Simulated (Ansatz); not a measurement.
Basis-set extrapolation for C$_{2}$H$_{6}$AlN (`C[C](=N)[AlH2]`) (PBE0-D4/def2-TZVP geometry, frozen core, the Gaussian-basis code of Ansatz). Multiplicity 1, RHF reference.

```tsv
	def2-TZVPP	def2-QZVPP
HF	-375.615939	-375.629445
MP2 correlation	-0.618307	-0.659518
CCSD(T) correlation	-0.684762	not run
```

Energies in hartree. Use E(X) = E(∞) + A·exp(−7.88·√X) for Hartree–Fock and E(X) = E(∞) + B·X^(−2.97) for correlation, with X = 3 and 4, and add CCSD(T) minus MP2 of the smaller set to the MP2 limit.

Task: What is the CCSD(T) energy at the basis-set limit?

Result: HF limit: -375.629445 + (-0.013506) × 0.13774 = -375.63131. MP2 limit: -0.659518 + (-0.041211) × 0.74074 = -0.69004. Higher-order term: -0.684762 − (-0.618307) = -0.06645. Total: -376.38780 hartree, 228.7 kJ/mol below CCSD(T)/def2-TZVPP.
